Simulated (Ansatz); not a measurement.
Fe3S4, relaxed as a singlet with RKS r2SCAN-D4/def2-SVP in Ansatz, starting from the GFN2-xTB geometry. Force threshold 0.02 eV/Å.

The structure comes from a short search, and lower isomers may exist.

Start:

Cartesian coordinates in Å:
```
Fe -1.0779 1.3744 0.3255
Fe -0.8806 -1.7096 -0.0026
Fe 1.4873 0.0556 -0.9712
S -2.2687 -0.2999 0.5082
S 0.9418 0.5049 1.3497
S 0.8506 -1.9041 -1.0710
S 0.9475 1.9786 -0.1387
```

```tsv
step	energy (eV)	largest force component (eV/Å)	SCF passes
1	-146471.6017	1.980	110
2	-146472.8151	2.046	78
3	-146473.9436	2.676	178
4	-146475.3165	1.372	72
5	-146475.5894	2.436	58
6	-146476.2001	1.507	62
7	-146476.6986	0.731	63
8	-146476.8806	0.379	52
9	-146476.8866	0.452	51
10	-146476.9149	0.162	41
11	-146476.9172	0.065	38
12	-146476.9177	0.014	38
13	-146476.9177	0.016	39
14	-146476.9179	0.022	43
15	-146476.9180	0.014	38
```

Force components are those of the run's own axes.

End:

| atom | x (Å) | y (Å) | z (Å) |
| --- | --- | --- | --- |
| Fe1 | -0.625 | 1.061 | 0.356 |
| Fe2 | -0.601 | -1.151 | -0.018 |
| Fe3 | 1.150 | 0.150 | -0.545 |
| S4 | -2.371 | -0.184 | 0.564 |
| S5 | 0.654 | -0.226 | 1.520 |
| S6 | 1.002 | -1.913 | -1.140 |
| S7 | 0.791 | 2.263 | -0.738 |

Bonds lost: S5–S7 (atoms count from 1). Bonds formed: Fe2–S5 (atoms count from 1).

The force fell under the threshold at step 12, but the optimiser went on. No frequencies were taken in this run, so the end may be a saddle point.

Run time 2.3 min (4 threads of Arm Neoverse V2 on a shared host), peak host memory 0.59 GiB.
